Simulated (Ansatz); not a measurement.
Frontier orbitals of GeH4O4, SMILES `[OH][Ge]([OH])([OH])[OH]`.

```xyz
9

O    -0.1870    1.7425   -0.0962
Ge    0.0001   -0.0001    0.0000
O     1.5706   -0.6406   -0.4519
O    -1.1503   -0.6782   -1.1392
O    -0.2332   -0.4238    1.6873
H    -0.4873    2.0242   -0.9644
H     2.1705   -0.6834    0.2975
H    -0.8671   -1.5351   -1.4689
H    -0.8163    0.1945    2.1357
```

Charge 0, multiplicity 1. Correlated methods include outer-core shells of Ge, which these sets cover unevenly. Scalar relativity is left out up to krypton. All single points use the PBE0-D4/def2-TZVP geometry. It is one conformer, not always the lowest. Basis def2-TZVPP, the Gaussian-basis code of Ansatz.

Orbital energies of one run (eV). Highest occupied ones, from the top: -8.80, -8.80, -9.06, -9.32, -10.10, -10.10, -10.67, -10.82, -13.74, -13.93, -13.93, -16.04, -27.10, -27.28. Empty: -0.65, 1.18, 1.18, 1.27, 2.81, 3.43.

Task: Which functional gave them?
A. ωB97M-V
B. ωB97X-V
C. HSE06 (plane-wave form)
D. CAM-B3LYP

Result: C. HOMO energies: HSE06 -8.80, CAM-B3LYP -10.75, ωB97M-V -11.70, ωB97X-V -11.77 eV.
